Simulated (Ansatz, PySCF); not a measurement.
Complex: H2O (SMILES O) (first 3 atoms) with CH4S (SMILES CS); geometry from B3LYP-D3(BJ)/def2-TZVP, rigid monomers moved along the line of their centres of mass till O1···H9 is 3.07 Å.
(charge 0, multiplicity 1):
```xyz
9

O     -0.031     0.483     0.038
H     -0.754     0.098    -0.469
H      0.775     0.206    -0.412
C     -0.334     0.679     5.066
S     -0.174    -0.927     4.217
H     -1.241     1.196     4.760
H     -0.392     0.463     6.131
H      0.534     1.308     4.881
H     -0.121    -0.440     2.963
```

Monomers are frozen at their geometry in the pair; levels with a basis set take the counterpoise correction. Rows marked so take none.

Rows in 3-21G, 6-31G* carry no dispersion term and start afresh at each structure (6-31G* with six Cartesian d functions). MP2/6-31G* freezes PySCF's default core.

The values were computed with Ansatz (Gaussian basis) for Hartree–Fock, density functionals and correlated methods; PySCF for 3-21G rows, 6-31G* rows, the dispersion terms. 

**Question.** What is the computed interaction energy (PBE-D3(BJ)/def2-TZVPPD)?

**Answer.** -6 kJ/mol

Ansatz is a first-principles code.
